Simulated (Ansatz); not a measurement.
Gas-phase electronic energies from Ansatz, PBE0-D4/def2-TZVP geometries. CCSD(T)/CBS adds triple-zeta CCSD(T) − MP2 to the extrapolated MP2 energy (def2 sets, frozen cores). This one scheme is used for every species. Functionals use def2-TZVPP. B3LYP here is the variant with VWN-RPA as its local correlation; programs differ in this. One conformer a species, not always the lowest.

Reaction (formal exchange of groups at the Si–C bond): `C[SiH](C)[SiH2]Cl` + `CC(C)C#N` → `C[SiH2][SiH2]Cl` + `CC(C)(C)C#N`

```csv
level,ΔE (kcal/mol),difference from CCSD(T)/CBS
r2SCAN-D4,9.3,1.2
PBE0-D4,9.4,1.3
B3LYP-D4,9.4,1.3
ωB97X-V,8.3,0.2
ωB97M-V,8.9,0.8
B2PLYP,8.9,0.8
PBE,9.7,1.6
PBE0,9.5,1.4
B3LYP,9.7,1.6
HF/def2-TZVPP,8.6,0.5
MP2/def2-TZVPP,7.6,-0.5
CCSD(T)/def2-TZVPP,7.6,-0.5
MP2/def2-QZVPP,7.9,-0.2
HF/CBS(def2),8.6,0.5
MP2/CBS(def2),8.1,0.0
CCSD/CBS(def2),8.3,0.2
CCSD(T)/CBS,8.1,0
```

Largest T1 diagnostic among the species: 0.011.

In def2-TZVPP, CCSD(T) changes the Hartree–Fock value by −0.9 kcal/mol (the triples alone add −0.2 kcal/mol) and MP2 by −0.9 kcal/mol.
